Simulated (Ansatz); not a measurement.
## Ansatz (development build ahead of 0.2.0) run

```yaml
crystal:
  periodic: [false, false, false]
  atoms:
    - { symbol: H, position_ang: [-0.95, 1.64545, 0.37] }
    - { symbol: H, position_ang: [1.9, 0.0, 0.37] }
    - { symbol: H, position_ang: [-1.9, 0.0, -0.37] }
    - { symbol: H, position_ang: [-0.95, -1.64545, -0.37] }
    - { symbol: H, position_ang: [0.95, -1.64545, -0.37] }
    - { symbol: H, position_ang: [0.95, 1.64545, -0.37] }
    - { symbol: H, position_ang: [0.95, -1.64545, 0.37] }
    - { symbol: H, position_ang: [1.9, 0.0, -0.37] }
    - { symbol: H, position_ang: [-1.9, 0.0, 0.37] }
    - { symbol: H, position_ang: [-0.95, -1.64545, 0.37] }
    - { symbol: H, position_ang: [-0.95, 1.64545, -0.37] }
    - { symbol: H, position_ang: [0.95, 1.64545, 0.37] }
basis:
  gaussian: { orbitals: "6-31G" }
hamiltonian:
  xc: hf
correlation:
  method: mp2
  frozen_orbitals: { H: 0 }
output:
  forces: true
```

The input is written out in the form of the current development build from the run's settings.

The run gave:

```
Converged          : yes
Reference energy   : -6.64957 hartree
Correlation energy : -0.11168 hartree
Total energy       : -6.76125 hartree
```

Forces (eV/Å):
```tsv
atom	Fx	Fy	Fz
H1	-0.383	0.664	-0.711
H2	0.766	0.000	-0.711
H3	-0.766	0.000	0.711
H4	-0.383	-0.664	0.711
H5	0.383	-0.664	0.711
H6	0.383	0.664	0.711
H7	0.383	-0.664	-0.711
H8	0.767	0.000	0.711
H9	-0.766	0.000	-0.711
H10	-0.383	-0.664	-0.711
H11	-0.383	0.664	0.711
H12	0.383	0.664	-0.711
```
